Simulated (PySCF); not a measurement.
C3H8OSi, SMILES O[C@H]1C[C@H]1[SiH3].

Coordinates come from a r2SCAN-D4/def2-SVP optimisation. The structure was generated by enumeration; whether it is a known compound was not checked. Other conformers were not sampled.

All values below come from PBE/def2-TZVP (PySCF).

Gas-phase values at a fixed geometry.

```
Quantity                                                                                                       Result
---------------------------------------------------------------------------------------------  ----------------------
total energy                                                                                       -483.49135 hartree
highest occupied level                                                                                       -6.25 eV
lowest empty level                                                                                            0.08 eV
orbital gap                                                                                                   6.34 eV
dipole moment                                                                                                  2.26 D
quadrupole, principal values (traceless, Buckingham form, about the centre of nuclear charge)   -4.59, 0.00, 4.58 D·Å
mean static polarisability                                                                      67.5 bohr³ (10.00 Å³)
polarisability, principal values                                                               60.7, 64.7, 77.1 bohr³
```
